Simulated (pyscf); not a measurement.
PySCF, gas phase, ωB97X-D3(BJ)/def2-SVP geometries.

How much does it cost (ΔH, 298 K, ωB97M-D3(BJ)/def2-TZVP) to split H₃Ge–Se–SeH at its Se–Se bond into H₃Ge–Se• + SeH•?

Se–Se to H₃Ge–Se• + SeH•: 214.0 kJ/mol. The 7 functionals that were run give +208.8 (M06-2X) to +248.8 kJ/mol (ωB97X-D3(BJ)). Other isomers of H₃Ge–Se• were not searched in full and may lie lower. Left out: the spin-orbit lowering of SeH, which is large for Br, Se, Te and I. Elements up to Kr have no core potential and no relativistic terms here.
